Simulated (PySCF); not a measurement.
Si(Me)(Cl)3 (CH₃Cl₃Si), SMILES Cl[Si](Cl)(C)Cl. Geometry optimised at B3LYP-D3(BJ)/def2-SVP. The isomer is the one that the SMILES or the coordinates give; other isomers of the formula were not compared.

All values below come from B3LYP-D3(BJ)/def2-SVP (PySCF).

Harmonic wavenumbers (cm⁻¹): 153, 153, 164, 214, 214, 227, 444, 583, 583, 754, 818, 818, 1279, 1424, 1424, 3041, 3144, 3144. Rotational constants (GHz): 1.703, 1.703, 1.261; symmetry number 3.

Q: Work out the zero-point energy and the ideal-gas rigid-rotor harmonic-oscillator thermochemistry at 298.15 K and 1 atm.

A: ZPE = ½ Σ hcν = ½ × 18581 cm⁻¹ = 26.56 kcal/mol. H − E(el) = 31.67 kcal/mol. Entropy in cal/(mol K): translation 40.92, rotation 26.68, vibration 16.18, total 83.77. G − E(el) = 6.70 kcal/mol. Cp = 24.91 cal/(mol K).
